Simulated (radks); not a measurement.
Problem. Excited configurations of Mo32+: one electron is placed in a higher orbital outside [He] 2s2 2p5. The ground configuration is [Ne]. All-electron calculation, non-relativistic Kohn-Sham, LDA (Slater exchange, Perdew-Wang correlation), spin-polarised, spherical densities, point nucleus; open shells are filled with parallel spins first (spin-orbit coupling, left out, can overturn this in heavy ions); relativity is left out, which matters for an element this heavy. Program: a radial shooting solver on a logarithmic mesh with Libxc functionals. Excitation = E - E(ground); binding = E(ion) - E, where the ion is the core of charge +33; n* = 33/sqrt(2 binding) in atomic units, and the quantum defect is n - n*.

| outer orbital | excitation (eV) | binding (eV) | n* | quantum defect | eigenvalue (eV) | <r> (bohr) |
|---|---|---|---|---|---|---|
| 3s | 2406.8 | 1839.6 | 2.838 | 0.162 | -1813.3 | 0.3678 |
| 3p | 2465.7 | 1780.8 | 2.885 | 0.115 | -1752.5 | 0.3501 |
| 4d | 3296.7 | 949.70 | 3.950 | 0.050 | -934.83 | 0.6188 |
| 5s | 3613.2 | 633.22 | 4.837 | 0.163 | -625.14 | 1.065 |
| 5d | 3640.9 | 605.53 | 4.947 | 0.053 | -596.99 | 1.022 |
| 6s | 3811.3 | 435.11 | 5.835 | 0.165 | -429.70 | 1.550 |
| 6f | 3832.1 | 414.30 | 5.980 | 0.020 | -408.39 | 1.444 |
| 7s | 3929.1 | 317.31 | 6.833 | 0.167 | -313.45 | 2.125 |
| 7f | 3942.0 | 304.47 | 6.976 | 0.024 | -300.36 | 2.032 |

Estimate the row for 7p.

Solution. excitation (eV) 3933.5; binding (eV) 312.94; n* 6.881; quantum defect 0.119; eigenvalue (eV) -309.07; <r> (bohr) 2.125. The Delta-SCF ionisation energy is 4246.4 eV (NIST Atomic Spectra Database: 4259 eV, semi-empirical). Self-interaction in the functional shifts the binding energies and quantum defects, so they are the method's values and not measured ones. Relativity is left out here, which matters for elements this heavy. Open shells are spherical and high-spin; term and fine-structure splittings are not resolved.
